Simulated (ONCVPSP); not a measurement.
**What the settings do to the ONCV potential of cerium**

Base potential:

- Element: Ce (Z = 58)
- Generator: ONCVPSP 4.0.1
- Type: optimised norm-conserving Vanderbilt (ONCV)
- Functional: PBE
- Relativity: fully relativistic
- Frozen core: [Kr] 4d10
- Valence charge: 12
- Reference configuration: 5s2 5p6 5d2 6s2
- Partial waves: 5s+6s: rc 2.75 bohr, ncon 4, nbas 9, qcut 5.1 1/bohr, 2 projectors; 5p: rc 2.25 bohr, ncon 3, nbas 6, qcut 4.8 1/bohr, 3 projectors, debl 3.2 Ha; 5d: rc 2.25 bohr, ncon 3, nbas 6, qcut 4.2 1/bohr, local; f scattering state at 0.02 Ha: rc 2.85 bohr, ncon 4, nbas 7, qcut 3.4 1/bohr, 2 projectors, debl 3.9 Ha
- Local potential: the d channel
- Core correction: Teter function, fcfact 3.5, rcfact 1.55

Open shells are filled in proportion to 2j + 1.

In the f channel the program set the typed energies aside and used -0.413, 3.487 Ha (j = l + 1/2; the other j can differ).

Cutoffs, loose and tight: the cutoffs (Ha) at which the residual kinetic energy of the hardest occupied pseudo-wave falls to 1 and 0.1 mHa per electron. They do not see the model core or the augmentation charge, which bear on the density cutoff. Test errors are all-electron minus pseudo excitation energies from the reference, over the configurations 4f1 5s2 5p6 5d1 6s2; 4f1 5s2 5p6 5d1 6s1; 4f1 5s2 5p6 5d1 6s0; 4f1 5s2 5p6 5d0 6s2. A dash means not determined; rows that change the core or the reference have their own tests. The largest error is taken over the tests solved by every variant that gives reliable tests at all: 4f1 5s2 5p6 5d1 6s0; 4f1 5s2 5p6 5d1 6s1; 4f1 5s2 5p6 5d1 6s2.

For the base: The cutoffs count occupied waves only; projector 2 of the f channel, the hardest unoccupied one, needs 36 Ha at the loose tolerance.

A true bound ghost makes a file unfit for plane-wave use even where its test errors are small: the radial tests pick states by their node count and pass the ghost by. Where a test does run into it, the solver fails or the error is huge.

```csv
change,outcome,"cutoff, loose","cutoff, tight",bound ghosts,GHOST(+) flags above zero,largest test error (meV)
base,"generated, projector energies reset by the program, misses its reference levels by 0.16 eV",7.3 Ha,10 Ha,none,"f7/2, f5/2",+2324
"all radii but the core radius scaled by about 0.77 (s 2.12, p 1.74, d 1.74, f 2.20 bohr)","generated, projector energies reset by the program, misses its reference levels by 0.16 eV",18 Ha,40 Ha,none,none,+1766
"all radii but the core radius scaled by about 0.83 (s 2.28, p 1.86, d 1.86, f 2.36 bohr)","generated, projector energies reset by the program, misses its reference levels by 0.16 eV",11 Ha,32 Ha,"f7/2, f5/2",none,+1940
"all radii but the core radius scaled by about 0.88 (s 2.42, p 1.98, d 1.98, f 2.52 bohr)","generated, projector energies reset by the program, misses its reference levels by 0.16 eV",9.9 Ha,26 Ha,"f7/2, f5/2","f7/2, f5/2",+2095
"all radii but the core radius scaled by about 0.95 (s 2.60, p 2.14, d 2.14, f 2.70 bohr)","generated, projector energies reset by the program, misses its reference levels by 0.16 eV",8.4 Ha,12 Ha,"f7/2, f5/2","f7/2, f5/2",+2237
"all radii but the core radius scaled by about 1.08 (s 2.96, p 2.42, d 2.42, f 3.06 bohr)","generated, projector energies reset by the program, misses its reference levels by 0.16 eV",6.7 Ha,8.7 Ha,none,"f7/2, f5/2",+2408
"all radii but the core radius scaled by about 1.21 (s 3.32, p 2.72, d 2.72, f 3.44 bohr)","generated, projector energies reset by the program, misses its reference levels by 0.15 eV",6.5 Ha,7.8 Ha,none,s,+2495
"all radii but the core radius scaled by about 1.25 (s 3.44, p 2.82, d 2.82, f 3.56 bohr)","generated, projector energies reset by the program, misses its reference levels by 0.15 eV",6.4 Ha,7.6 Ha,none,"s, f7/2, f5/2",+2514
```

What comes out with this change to the base: all radii but the core radius scaled by about 1.14 (s 3.12, p 2.56, d 2.56, f 3.24 bohr)?

outcome: generated, projector energies reset by the program, misses its reference levels by 0.16 eV; cutoff, loose: 6.6 Ha; cutoff, tight: 8.2 Ha; bound ghosts: none; GHOST(+) flags above zero: s; largest test error (meV): +2454.

What comes out with this change to the base: all radii but the core radius scaled by about 1.33 (s 3.66, p 3.00, d 3.00, f 3.80 bohr)?

outcome: generated, projector energies reset by the program, misses its reference levels by 0.15 eV; cutoff, loose: 6.3 Ha; cutoff, tight: 7.6 Ha; bound ghosts: f5/2; GHOST(+) flags above zero: f7/2, f5/2; largest test error (meV): +2544.

What comes out with this change to the base: all radii but the core radius scaled by about 1.03 (s 2.84, p 2.32, d 2.32, f 2.94 bohr)?

outcome: generated, projector energies reset by the program, misses its reference levels by 0.16 eV; cutoff, loose: 6.9 Ha; cutoff, tight: 9.4 Ha; bound ghosts: none; GHOST(+) flags above zero: f7/2, f5/2; largest test error (meV): +2362.

Reading the sweep of the scale of all radii but the core radius (base = 1) (base included, trends over the rows without a ghost): The loose cutoff falls from 18 Ha at 0.77 to 6.4 Ha at 1.25. A larger radius leaves more room for a smooth pseudo-wave, so fewer plane waves are needed; a smaller one forces it to follow the all-electron wave where it bends sharply. Bound ghosts are found at 0.83, 0.88, 0.95, 1.33.
